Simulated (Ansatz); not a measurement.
```yaml
crystal:
  periodic: [false, false, false]
  atoms:
    - {symbol: C, position_ang: [-1.303204, 0.249330, -0.040350]}
    - {symbol: Ti, position_ang: [0.697302, -0.017692, -0.299458]}
    - {symbol: O, position_ang: [1.262640, -0.700699, 1.212499]}
    - {symbol: Cl, position_ang: [0.906838, -1.396973, -1.995022]}
    - {symbol: Cl, position_ang: [1.524517, 1.975776, -0.702761]}
    - {symbol: H, position_ang: [-1.459708, 0.927169, 0.803596]}
    - {symbol: H, position_ang: [-1.727366, 0.677088, -0.952631]}
    - {symbol: H, position_ang: [-1.761248, -0.721161, 0.170722]}
    - {symbol: H, position_ang: [1.948629, -1.039039, 1.786205]}
basis:
  gaussian: {orbitals: aug-cc-pVDZ}
hamiltonian: {xc: {name: HF}}
correlation: {method: mp2, frozen_orbitals: {C: 9}}
accuracy: high
```

```sh
$ ansatz run in.yaml --threads 4 --pin off --events-out ev --progress --plain --max-ram 10444MiB
```

Shortened log:

```
Functional definition: HF
  name "HF"
  cite "Fock, Z. Phys. 61, 126 (1930) doi:10.1007/BF01340294"
  parent pbe
  exchange = exact_x
  correlation = 0
Error: "frozen_orbitals" has no count for Ti
```

**Question.** What is wrong with this run?

**Answer.** Frozen orbitals are typed for one element alone, and the program wants a count for each. The input was rejected before any iteration.
